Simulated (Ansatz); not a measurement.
The cluster Ti₂O₄⁻ was relaxed with PBE-D4 (def2-SVPD) in Ansatz in these states: charge -1 doublet, charge -1 quartet. The geometries follow in no particular order.

A:

```csv
atom,x (Å),y (Å),z (Å)
Ti1,0.836,-0.982,0.407
Ti2,-0.836,0.981,-0.407
O3,0.673,-2.509,1.071
O4,0.025,0.512,1.184
O5,-0.024,-0.512,-1.184
O6,-0.675,2.508,-1.071
```

B:

```tsv
atom	x (Å)	y (Å)	z (Å)
Ti1	0.4485	0.6937	-1.0777
Ti2	-0.4485	-0.6937	1.0777
O3	-0.2301	2.0383	-1.9644
O4	-0.6048	-0.8187	-0.7787
O5	0.6048	0.8187	0.7787
O6	0.2301	-2.0383	1.9644
```

Q: Judge from the bond lengths which geometry belongs to which state (an estimate).

A: A is the charge -1 doublet (Ti2–O6 1.673 Å, Ti1–O3 1.673 Å, Ti1–Ti2 2.704 Å); B is the charge -1 quartet (Ti2–O6 1.748 Å, Ti1–O3 1.748 Å, Ti1–Ti2 2.716 Å).

At PBE-D4/def2-SVPD the highest occupied level of the charge -1 doublet lies above zero (up to 0.30 eV). By energy differences its removal costs 1.79 eV (vertical, to the charge 0 singlet, at LC-ωPBE (ω = 0.30 bohr⁻¹)/def2-SVPD). At PBE-D4/def2-SVPD the highest occupied level of the charge -1 quartet lies above zero (up to 0.40 eV). It is a level of α spin, whose loss leaves a triplet; that state wasn't run at this geometry and level. The electron is either unbound and held by the finite basis, or the level is raised by self-interaction error. At PBE-D4/def2-SVPD the gap within one spin of the charge -1 quartet nearly closes, so an electron or hole may be smeared out by delocalisation error. At PBE0-D4/def2-TZVPD a doublet lies 2.86 eV below the charge -1 quartet. These are the stationary points nearest to one start from a short search; other shapes may lie lower in each state.
